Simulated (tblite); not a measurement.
Record of a relaxation.

Species: C5H7BO2.
Numbering: `[CH3:1]/[CH:2]=[CH:3]/[C:4]#[C:5][B:6]([OH:7])[OH:8]` (hydrogens: H9, H10, H11 on C1; H12 on C2; H13 on C3; H14 on O7; H15 on O8)

Computed with GFN2-xTB (tblite), gas phase: L-BFGS steps from a force-field or distance-geometry start until the largest atomic force falls under 0.01 eV/Å. 8 of its 118 geometries are shown.

Step 0: E = -641.7566 eV, largest atomic force 2.650 eV/Å
```
atom  x, y, z in Å  |  force x, y, z in eV/Å
C1     -3.337   -0.360    0.215   -0.988   0.381   0.045
C2     -1.918    0.073    0.196    0.640  -0.780   0.041
C3     -0.924   -0.828    0.076    0.392   1.144   0.008
C4      0.442   -0.400    0.056   -1.851  -0.888   0.068
C5      1.595   -0.060    0.064    1.529   0.413   0.010
B6      3.059    0.387    0.044    1.310   0.242   0.414
O7      3.447    1.657    0.662   -0.752  -0.921  -2.236
O8      4.090   -0.465   -0.548   -1.609   1.920  -0.864
H9     -3.524   -1.057    1.062    0.064   0.389  -0.647
H10    -4.005    0.530    0.339    0.442  -0.834  -0.115
H11    -3.601   -0.865   -0.742    0.096   0.249   0.715
H12    -1.685    1.120    0.310   -0.028   0.040  -0.049
H13    -1.165   -1.877   -0.020    0.272  -0.009  -0.031
H14     3.390    2.319   -0.068    0.234  -0.635   1.219
H15     4.132   -0.167   -1.495    0.248  -0.710   1.421
```

Step 17: E = -642.8660 eV, largest atomic force 0.928 eV/Å
```
atom  x, y, z in Å  |  force x, y, z in eV/Å
C1     -3.348   -0.354    0.200   -0.443   0.005   0.035
C2     -1.920    0.031    0.209   -0.088   0.474   0.052
C3     -0.916   -0.827    0.118    0.017   0.070   0.114
C4      0.424   -0.432    0.199    0.152  -0.245  -0.051
C5      1.603   -0.185    0.295    0.138   0.117  -0.205
B6      2.969    0.413   -0.064   -0.801  -0.166  -0.165
O7      3.070    1.715    0.290    0.882   0.247  -0.004
O8      3.714   -0.374   -0.877    0.841   0.392  -0.011
H9     -3.552   -1.025    1.028   -0.051  -0.252   0.064
H10    -3.991    0.506    0.328   -0.066   0.223  -0.028
H11    -3.638   -0.846   -0.723    0.043  -0.153  -0.104
H12    -1.698    1.074    0.325    0.054   0.353   0.087
H13    -1.143   -1.857   -0.034    0.125  -0.691  -0.025
H14     3.863    2.237    0.103   -0.290  -0.352  -0.057
H15     4.558   -0.066   -1.246   -0.512  -0.021   0.296
```

Step 33: E = -643.0726 eV, largest atomic force 0.146 eV/Å
```
atom  x, y, z in Å  |  force x, y, z in eV/Å
C1     -3.413   -0.352    0.218    0.022   0.006  -0.024
C2     -1.959    0.008    0.265   -0.031   0.034   0.074
C3     -0.964   -0.877    0.175   -0.022   0.025  -0.030
C4      0.389   -0.487    0.146    0.038   0.055   0.039
C5      1.541   -0.115    0.109   -0.086   0.024  -0.115
B6      2.931    0.458   -0.159   -0.042  -0.062   0.035
O7      3.196    1.716    0.278    0.068   0.094  -0.019
O8      3.810   -0.296   -0.867    0.110  -0.007  -0.072
H9     -3.680   -1.052    1.014    0.080   0.079  -0.065
H10    -4.041    0.534    0.310    0.087  -0.093   0.011
H11    -3.640   -0.837   -0.733   -0.032   0.008   0.048
H12    -1.706    1.055    0.367   -0.060   0.013  -0.013
H13    -1.174   -1.932    0.070    0.042  -0.081   0.008
H14     4.050    2.083    0.041   -0.070  -0.048   0.055
H15     4.656    0.103   -1.083   -0.104  -0.047   0.067
```

Step 50: E = -643.0888 eV, largest atomic force 0.075 eV/Å
```
atom  x, y, z in Å  |  force x, y, z in eV/Å
C1     -3.418   -0.367    0.240   -0.001  -0.034   0.005
C2     -1.974    0.020    0.261   -0.028  -0.011  -0.033
C3     -0.972   -0.855    0.168    0.007   0.003  -0.003
C4      0.369   -0.437    0.090    0.032   0.013  -0.015
C5      1.508   -0.051   -0.033   -0.040  -0.021   0.005
B6      2.922    0.479   -0.221    0.020  -0.007  -0.007
O7      3.195    1.721    0.259    0.036  -0.003   0.021
O8      3.820   -0.304   -0.873    0.029  -0.014   0.009
H9     -3.642   -1.079    1.034    0.005   0.012   0.033
H10    -4.067    0.499    0.353    0.056  -0.017   0.020
H11    -3.660   -0.856   -0.705   -0.012   0.023  -0.004
H12    -1.733    1.073    0.323   -0.070  -0.014  -0.023
H13    -1.145   -1.923    0.110   -0.039   0.031  -0.009
H14     4.089    2.041    0.139    0.026   0.023  -0.014
H15     4.703    0.046   -0.995   -0.020   0.017   0.014
```

Step 67: E = -643.1028 eV, largest atomic force 0.023 eV/Å
```
atom  x, y, z in Å  |  force x, y, z in eV/Å
C1     -3.438   -0.413    0.298    0.004   0.002   0.006
C2     -2.022    0.050    0.173   -0.003   0.003  -0.002
C3     -0.983   -0.780    0.085    0.004  -0.004   0.009
C4      0.350   -0.344   -0.037    0.011   0.005  -0.009
C5      1.502    0.012   -0.140   -0.011  -0.001   0.006
B6      2.947    0.486   -0.240   -0.011  -0.005   0.012
O7      3.248    1.705    0.280   -0.006   0.008  -0.004
O8      3.857   -0.331   -0.834   -0.013  -0.012  -0.001
H9     -3.534   -1.143    1.101   -0.006  -0.003  -0.010
H10    -4.104    0.421    0.502    0.004  -0.011   0.008
H11    -3.767   -0.896   -0.623    0.009   0.021  -0.002
H12    -1.850    1.117    0.146   -0.006  -0.001  -0.012
H13    -1.129   -1.854    0.104    0.007  -0.012   0.003
H14     4.159    1.990    0.214    0.018   0.003  -0.003
H15     4.759   -0.013   -0.878    0.000   0.007  -0.001
```

Step 84: E = -643.1143 eV, largest atomic force 0.176 eV/Å
```
atom  x, y, z in Å  |  force x, y, z in eV/Å
C1     -3.442   -0.433    0.281    0.088  -0.039   0.082
C2     -2.028    0.018    0.106   -0.114   0.045   0.085
C3     -0.966   -0.788    0.134   -0.078   0.067  -0.018
C4      0.350   -0.313   -0.014   -0.016  -0.070   0.048
C5      1.486    0.092   -0.098    0.049   0.109   0.005
B6      2.938    0.547   -0.218   -0.050  -0.168  -0.012
O7      3.308    1.772    0.234    0.047   0.003   0.005
O8      3.798   -0.349   -0.767   -0.008  -0.063  -0.073
H9     -3.512   -1.329    0.896    0.105  -0.041  -0.009
H10    -4.028    0.351    0.750   -0.067   0.066   0.017
H11    -3.897   -0.664   -0.679   -0.017   0.049  -0.133
H12    -1.884    1.083   -0.040    0.014  -0.098  -0.044
H13    -1.082   -1.857    0.276    0.032   0.020   0.008
H14     4.244    1.964    0.167   -0.060   0.068   0.001
H15     4.710   -0.086   -0.878    0.073   0.051   0.036
```

Step 100: E = -643.1450 eV, largest atomic force 0.079 eV/Å
```
atom  x, y, z in Å  |  force x, y, z in eV/Å
C1     -3.443   -0.456    0.248    0.008   0.054  -0.047
C2     -2.043    0.019    0.062    0.001  -0.029  -0.007
C3     -0.966   -0.749    0.223    0.001   0.005   0.012
C4      0.353   -0.284    0.067   -0.056   0.013  -0.016
C5      1.486    0.122   -0.050    0.030  -0.023   0.005
B6      2.944    0.536   -0.211    0.003  -0.021  -0.016
O7      3.331    1.768    0.212    0.005   0.001  -0.034
O8      3.782   -0.375   -0.774    0.034   0.003   0.024
H9     -3.468   -1.487    0.586    0.010  -0.077   0.013
H10    -3.952    0.167    0.981   -0.021   0.026   0.032
H11    -4.001   -0.380   -0.685    0.017   0.011  -0.016
H12    -1.921    1.054   -0.226   -0.012   0.010   0.022
H13    -1.063   -1.795    0.490   -0.006   0.012   0.021
H14     4.250    1.998    0.074   -0.015  -0.006   0.027
H15     4.705   -0.131   -0.847    0.001   0.022  -0.021
```

Step 117: E = -643.1500 eV, largest atomic force 0.008 eV/Å
```
atom  x, y, z in Å  |  force x, y, z in eV/Å
C1     -3.443   -0.447    0.228    0.000   0.004  -0.002
C2     -2.038    0.025    0.085    0.001  -0.003  -0.003
C3     -0.968   -0.748    0.264    0.000  -0.001  -0.001
C4      0.356   -0.297    0.107    0.004  -0.004  -0.005
C5      1.503    0.064   -0.029   -0.002  -0.001   0.000
B6      2.950    0.507   -0.215    0.002   0.000   0.000
O7      3.297    1.759    0.183   -0.001  -0.001  -0.001
O8      3.817   -0.379   -0.772    0.001   0.001  -0.002
H9     -3.480   -1.494    0.519    0.001   0.001   0.003
H10    -3.966    0.147    0.978    0.000   0.000   0.004
H11    -3.978   -0.325   -0.714   -0.001   0.003  -0.001
H12    -1.908    1.063   -0.191    0.001   0.000   0.002
H13    -1.077   -1.792    0.536    0.000  -0.001   0.000
H14     4.212    2.011    0.059   -0.006   0.002  -0.001
H15     4.721   -0.085   -0.888    0.000   0.001   0.006
```

Problem. Summarise the path.

Solution. The energy falls by 32.13 kcal/mol from step 0 to step 117; nine tenths of that is first reached at step 21. It rises by more than 0.2 meV at step 83. The largest force goes from 2.650 to 0.008 eV/Å. Among the bonds B6–O7 changes most, from 1.465 to 1.359 Å; the atoms move by 0.531 Å rms after alignment.

What follows is the cost of the whole relaxation. Hardware: Arm Neoverse V2, one thread, on a shared host. Cost: 0.55 s wall.
